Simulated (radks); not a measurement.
Values are calculated unless marked as measured or tabulated.
Spherical jellium clusters: N electrons in a uniform positive sphere of charge N and radius rs N^(1/3), rs = 5.58 bohr. Level of theory: non-relativistic Kohn-Sham, LDA (Slater exchange, Perdew-Wang correlation), spin-polarised, spherical densities (a radial shooting solver with Libxc functionals). Levels are named by radial order and angular momentum (1s, 1p, 1d, 2s, ...), and open shells are averaged over m.

N = 16, configuration 1s2 1p6 1d(up 5, down 3). This is the lowest configuration that the search found. Occupied and some empty levels:

level    occupation  eigenvalue (eV)  <r> (bohr)
1s up             1          -3.4455       8.754
1s down           1          -3.3591       8.554
1p up             3          -2.9869       10.32
1p down           3          -2.8789       10.29
1d up             5          -2.4024       11.37
1d down           3          -2.2908       11.41
2s up             0          -2.1012       9.046
2s down           0          -2.0552       9.167
1f up             0          -1.7106       12.28
1f down           0          -1.6040       12.36
2p up             0          -1.2759       11.10
2p down           0          -1.2216       11.16

Energy (eV): total -28.1903, kinetic 15.561, external -592.07, Hartree 295.43, exchange-correlation -44.366, background 297.26.
